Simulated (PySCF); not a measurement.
Point groups of optimised structures. Computed, not measured: PBE0-D3(BJ)/def2-SVP geometry optimisation, gas phase, def2 core potentials past Kr in PySCF. The symmetry is that of the one conformer found, every atom within 0.08 Å of its image; none is proved a minimum here. Atoms past krypton carry def2 core potentials. The geometries of the anions come from a basis without diffuse functions.

**Question.** What symmetry has `[InH2][OH]` (InH2(OH))?

**Answer.** Cs; near-prolate asymmetric top; symmetry number 1; 2 operations, which sort the 5 atoms into 5 sets; dipole 1.84 D, in the ab plane, which is the mirror; A, B, C = 88180, 8037, 7366 MHz.

**Question.** What symmetry has `[CH2:1]=[CH:2]/[CH:3]=[CH:4]/[C:5]([CH3:6])([CH3:7])[CH3:8]` with C1–C2–C3–C4 180°?

**Answer.** Cs; near-prolate asymmetric top; symmetry number 1; 2 operations, which sort the 22 atoms into 17 sets; dipole 0.65 D, in the ab plane, which is the mirror; heavy atoms equivalent by symmetry: C6/C7.

**Question.** Point group, rotor type and polarity of `[O]=[Re-](=[O])(=[O])=[O]` ([ReO4]-)?

**Answer.** Td; spherical top; symmetry number 12; 24 operations, which sort the 5 atoms into 2 sets; dipole about the centre of mass forbidden by symmetry (computed 0.00 D); A, B, C = 3964, 3963, 3960 MHz.

**Question.** `[CH2:1]=[C:2]([CH3:3])[CH2:4]/[CH:5]=[CH:6]\[CH2:7][CH3:8]` with C1–C2–C4–C5 -111°, C2–C4–C5–C6 -114°, C5–C6–C7–C8 116°: symmetry, top, dipole?

**Answer.** C1; asymmetric top; symmetry number 1; this conformer is chiral (no improper operation); dipole 0.69 D; A, B, C = 3744, 1046, 895.1 MHz.

**Question.** `[C-]#CCC`: symmetry, top, dipole?

**Answer.** Cs; near-prolate asymmetric top; symmetry number 1; 2 operations, which sort the 9 atoms into 7 sets; dipole about the centre of mass 7.87 D, in the ab plane, which is the mirror; A, B, C = 28069, 4764, 4289 MHz.

**Question.** What symmetry has `[Br:1][c:2]1[cH:3][cH:4][cH:5][cH:6][cH:7]1`?

**Answer.** C2v; near-prolate asymmetric top; symmetry number 2; 4 operations, which sort the 12 atoms into 8 sets; dipole 1.62 D, along a, the twofold axis; A, B, C = 5679, 995.2, 846.8 MHz; heavy atoms equivalent by symmetry: C3/C7, C4/C6.

**Question.** Point group, rotor type and polarity of `[H][Sn]([H])([H])[Br]` (SnBrH3)?

**Answer.** C3v; prolate symmetric top; symmetry number 3; 6 operations, which sort the 5 atoms into 3 sets; dipole 2.43 D, along the axis; A, B, C = 62366, 1638, 1638 MHz.
